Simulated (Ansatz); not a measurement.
Geometry optimisation, Ansatz 0.2.0, DFT PBE, scalar-relativistic, plane waves, PAW.

The input (input.yaml):

```yaml
accuracy: low
crystal:
  lattice:
    - [0.0, 5.43, 5.43]
    - [5.43, 0.0, 5.43]
    - [5.43, 5.43, 0.0]
  atoms:
    - { symbol: Si, position: [0.0, 0.0, 0.0] }
    - { symbol: Si, position: [0.125, 0.125, 0.125] }
    - { symbol: Si, position: [0.0, 0.0, 0.5] }
    - { symbol: Si, position: [0.125, 0.125, 0.625] }
    - { symbol: Si, position: [0.0, 0.5, 0.0] }
    - { symbol: Si, position: [0.125, 0.625, 0.125] }
    - { symbol: Si, position: [0.0, 0.5, 0.5] }
    - { symbol: Si, position: [0.125, 0.625, 0.625] }
    - { symbol: Si, position: [0.5, 0.0, 0.0] }
    - { symbol: Si, position: [0.625, 0.125, 0.125] }
    - { symbol: Si, position: [0.5, 0.0, 0.5] }
    - { symbol: Si, position: [0.625, 0.125, 0.625] }
    - { symbol: Si, position: [0.5, 0.5, 0.0] }
    - { symbol: Si, position: [0.625, 0.625, 0.125] }
    - { symbol: Si, position: [0.5, 0.5, 0.5] }
    - { symbol: Si, position: [0.625, 0.625, 0.625] }
    - { symbol: Ge, position: [0.2499171, 0.2504836, 0.250245] }
basis:
  ecutwfc: 420.0
kpoints:
  mp_grid: { grid: [2, 2, 2] }
hamiltonian:
  xc: pbe
  pseudopotentials: { kind: paw, azcp: { folder: soft_1 } }
scf:
  occupations: { method: fermi_dirac, width: 0.02 }
  lower_state_search: "off"
relax:
  f_tol: 0.08
  max_steps: 25
  adjacent_minimum: "off"
output:
  write_density: true
  write_potential: true
  elf: true
  volumetric_format: npy
```

Launched with:

```bash
$ ansatz run input.yaml --threads 1 --pin off --max-ram 3072MiB --backend cpu --events-out ev --progress --plain --runs-dir out
```

Question: Where does it end, and by what steps?

Answer: It converged. Limits of this set-up: a small cell, in which the defect meets its images, low accuracy level. After 2 steps the energy has fallen by 0.328 eV; Si6 moved furthest, 0.07 Å.

| step | energy less start (eV) | largest force component (eV/Å) | accepted |
| --- | --- | --- | --- |
| 0 | 0.0000 | 0.899 | yes |
| 1 | -0.2971 | 0.283 | yes |
| 2 | -0.3285 | 0.026 | yes |

```xyz
17
Lattice="0.0000 5.4300 5.4300 5.4300 0.0000 5.4300 5.4300 5.4300 0.0000" Properties=species:S:1:pos:R:3
Si 0.001 0.000 0.001
Si 1.317 1.317 1.317
Si 2.715 2.715 -0.048
Si 4.114 4.114 1.316
Si 2.715 -0.048 2.715
Si 4.114 1.315 4.114
Si 5.478 2.715 2.715
Si 6.782 4.078 4.078
Si -0.048 2.715 2.715
Si 1.316 4.114 4.114
Si 2.715 5.478 2.715
Si 4.078 6.782 4.078
Si 2.715 2.715 5.478
Si 4.078 4.078 6.782
Si 5.430 5.430 5.430
Si 6.781 6.781 6.781
Ge 2.717 2.715 2.716
```

Run time: 26 s on 1 thread of Arm Neoverse V2 (shared host), peak memory 0.55 GiB.
